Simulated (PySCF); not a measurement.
UHF on Sr⁻ (strontium, charge -1), [Kr] 4d1 5s2, 2D determinant. All numbers are calculated (PySCF 2.14, a scalar-relativistic core potential, in def2-TZVPPD with the def2 core potential (28 electrons)).

```
cycle= 1 E= -30.2767520161921  delta_E= -0.000836  |g|= 0.00733  |ddm|= 0.0485
cycle= 2 E= -30.2770416260984  delta_E= -0.00029  |g|= 0.00482  |ddm|= 0.0302
cycle= 3 E= -30.2772830017305  delta_E= -0.000241  |g|= 0.00271  |ddm|= 0.0391
cycle= 4 E= -30.2773859191225  delta_E= -0.000103  |g|= 0.000826  |ddm|= 0.0375
cycle= 5 E= -30.2773928395471  delta_E= -6.92e-06  |g|= 0.000196  |ddm|= 0.00951
cycle= 6 E= -30.2773930852991  delta_E= -2.46e-07  |g|= 5.63e-05  |ddm|= 0.00136
cycle= 7 E= -30.2773931041262  delta_E= -1.88e-08  |g|= 1.35e-05  |ddm|= 0.000549
cycle= 8 E= -30.2773931053274  delta_E= -1.2e-09  |g|= 8.23e-06  |ddm|= 0.000168
cycle= 9 E= -30.2773931060096  delta_E= -6.82e-10  |g|= 3.4e-06  |ddm|= 0.000182
converged SCF energy = -30.2773931060096  <S^2> = 0.7827221  2S+1 = 2.0324587
```

Highest occupied orbital energy: 1.498 eV; ⟨L²⟩ = 6.12; populations by l: s 3.98, p 6.00, d 1.02, f 0.00.

Can this result be used?

With care. Self-consistency was reached. Energies and moments cover only the electrons outside the core potential. The configuration of this anion was assumed by filling the next shell in order. It is not the known or likely ground configuration (Ca⁻, Sr⁻ and Ba⁻, for instance, bind a p electron), so these values are not the electron affinity of the element. At UHF the highest occupied level has a positive energy, so only the finite basis holds that electron.
